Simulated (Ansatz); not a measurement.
Ansatz (an electronic-structure program) input (PBE/6-311+G**): The .json file is the Basis Set Exchange's 6-311+G**.

Ansatz 0.2 input:
```yaml
crystal:
  periodic: [false, false, false]
  atoms:
    - {symbol: Si, position_ang: [-1.09196200, -0.41577800, 0.17444600]}
    - {symbol: S, position_ang: [1.02738700, 0.42233400, -0.26092300]}
    - {symbol: H, position_ang: [-1.02486900, -0.84467200, 1.57607700]}
    - {symbol: H, position_ang: [-1.88919300, 0.78418400, -0.10411400]}
    - {symbol: H, position_ang: [-1.14302800, -1.48132300, -0.83306800]}
    - {symbol: H, position_ang: [1.74924700, -0.59625700, 0.25757200]}
    - {symbol: H, position_ang: [1.15710600, 1.20160300, 0.83605600]}
basis:
  gaussian:
    orbitals: 6-311+G__.json
hamiltonian:
  xc: {name: PBE}
total_charge: 1
output: {forces: true}
```

Output:

```
Functional definition: PBE
integrals: 0.03 GiB planned
718 factors; their error is unknown
mean field: 0.20 GiB planned
mean field evaluation 1: about -18776.0083 eV, gradient 2.7e1 eV
mean field evaluation 2: about -18776.4157 eV, gradient 2.8e1 eV
mean field evaluation 4: about -18778.1724 eV, gradient 1.3e0 eV
mean field evaluation 8: about -18778.1627 eV, gradient 1.5e-2 eV
mean field -18778.16271781 eV, -690.0847515836 hartree, gradient 2.0e-5 eV, S^2 0.000000; 0 other end points of the search recorded, 0 dependent functions left out
the calculation of the forces begins
reference -18778.16277139 eV, -690.0847535526 hartree; 17, 17 occupied and 75, 75 virtual orbitals, 718 factors
Total energy: -18778.16277139 eV, -690.0847535526 hartree
Atom 0 at    -1.091962    -0.415778     0.174446 Å, force     0.028785     0.023218    -0.042693 eV/Å
Atom 1 at     1.027387     0.422334    -0.260923 Å, force    -0.149300     0.097992    -0.457372 eV/Å
Atom 2 at    -1.024869    -0.844672     1.576077 Å, force     0.014824    -0.099992     0.325939 eV/Å
Atom 3 at    -1.889193     0.784184    -0.104114 Å, force    -0.183216     0.266458    -0.058230 eV/Å
Atom 4 at    -1.143028    -1.481323    -0.833068 Å, force    -0.015785    -0.241898    -0.221799 eV/Å
Atom 5 at     1.749247    -0.596257     0.257572 Å, force     0.230697    -0.260778     0.150534 eV/Å
Atom 6 at     1.157106     1.201603     0.836056 Å, force     0.073995     0.215001     0.303621 eV/Å
Dipole moment:     0.191983    -0.024327     0.272121 e Å
```

The dipole moment of an ion depends on the origin.

The geometry given is a B3LYP-D3(BJ)/def2-TZVP minimum.
